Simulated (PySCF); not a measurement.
Compound: C3H7BF2.
SMILES with atom numbers: `[CH3:1][C@@H:2]([BH:3][F:4])[CH2:5][F:6]` (hydrogens: H7, H8, H9 on C1; H10 on C2; H11 on B3; H12, H13 on C5)

Computed, not measured: PBE0-D3(BJ)/def2-SVP geometry optimisation, gas phase (PySCF 2.14.0).

(1) Give the optimised bond lengths and angles.

## Answers

(1) 
```tsv
bond	length (Å)
C1–C2	1.534
C2–B3	1.571
B3–F4	1.323
C2–C5	1.513
C5–F6	1.377
C1–H7, C1–H8, C1–H9	1.102
C2–H10	1.104
B3–H11	1.213
C5–H12	1.105
C5–H13	1.104
```

Bonds in one row agree within 0.01 Å and their mean is given. A selection of angles:
```tsv
angle	degrees
C2–C1–H7	111.3
H7–C1–H8	107.4
C1–C2–B3	108.4
C1–C2–C5	111.5
C1–C2–H10	108.9
B3–C2–C5	110.7
B3–C2–H10	108.7
C5–C2–H10	108.6
C2–B3–F4	119.6
C2–B3–H11	123.4
F4–B3–H11	116.8
C2–C5–F6	109.6
C2–C5–H12	110.7
C2–C5–H13	111.8
F6–C5–H12	108.2
F6–C5–H13	108.3
H12–C5–H13	108.2
```

Dihedral angles: C1–C2–B3–F4 -89° (synclinal); C1–C2–C5–F6 -176° (antiperiplanar).

B3 (three-coordinate boron) is planar (angles 123.4°, 119.6° and 116.8°, sum 359.9°, 0.03 Å off the plane of its three neighbours). The C–C distances run from 1.513 Å (C2–C5, drawn single) to 1.534 Å (C1–C2, drawn single), a spread of 0.021 Å.

Point group: C1 (no symmetry element, even within 0.4 Å). No frequency check. The numbers are those of one conformer.
